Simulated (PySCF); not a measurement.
Delta-SCF ions had no search for a lower state. Excitations are Tamm–Dancoff values on a coarser integration grid. The basis has no diffuse functions, so Rydberg states are missing or too high.

**BI₃, SMILES `IB(I)I` (charge 0, multiplicity 1)**

These are PBE-D3(BJ)/def2-TZVP // B3LYP-D3(BJ)/def2-SVP in PySCF values and carry that method's errors.

- HOMO = -6.29 eV
- dipole moment = 0.00 D
- HOMO–LUMO gap = 3.01 eV
- LUMO = -3.28 eV
- S1 excitation (TDA) = 3.08 eV
- S1 oscillator strength = 0.000
- brightest of the four lowest singlets (TDA) = 4.26 eV
- T1 excitation (TDA) = 2.93 eV
- S1–T1 gap (TDA) = 0.14 eV
- vertical ionisation energy (Delta-SCF) = 8.74 eV
- total energy = -917.9936 Ha
- cost = roughly 110 core-seconds

```xyz
4

I      2.1155    -0.2821     0.0060
B      0.0001     0.0000     0.0000
I     -0.8135     1.9730    -0.0032
I     -1.3020    -1.6909    -0.0028
```
